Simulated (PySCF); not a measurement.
Cd(H)(Et) (C₂H₆Cd), SMILES C[CH2][CdH]. Atoms are numbered in the order given.

```xyz
9

Cd    -0.0265    -0.6625     0.0000
H     -0.5669    -2.2638     0.0000
C      0.6659     1.3723     0.0000
C     -0.4345     2.4409     0.0000
H      1.3204     1.4938    -0.8803
H      1.3204     1.4938     0.8803
H     -1.0872     2.3659     0.8857
H     -1.0872     2.3659    -0.8857
H     -0.0137     3.4633     0.0000
```

Geometry optimised at B3LYP-D3(BJ)/def2-SVP. The def2 effective core potentials stand for the cores of Cd; spin–orbit coupling is left out.

Level of theory: PySCF with PBE/def2-TZVPD.

Mulliken values depend strongly on the basis, most of all with diffuse functions as here. ESP charges are fitted to the potential on shells at 1.4 to 2.0 van der Waals radii. Atomic charges (e):

```
atom  Mulliken  ESP fit
----  --------  -------
Cd1       0.12     0.40
H2       -0.06        …
C3       -0.50    -0.11
C4       -0.78        …
H5        0.31    -0.01
H6        0.31    -0.01
H7        0.20        …
H8        0.20        …
H9        0.20        …
```

### Question
Complete the blanks. (Estimate from the structure and the level; the computed values follow.)

### Answer

- H2, ESP fit: -0.25
- C4, ESP fit: -0.05
- H7, ESP fit: 0.01
- H8, ESP fit: 0.01
- H9, ESP fit: 0.01
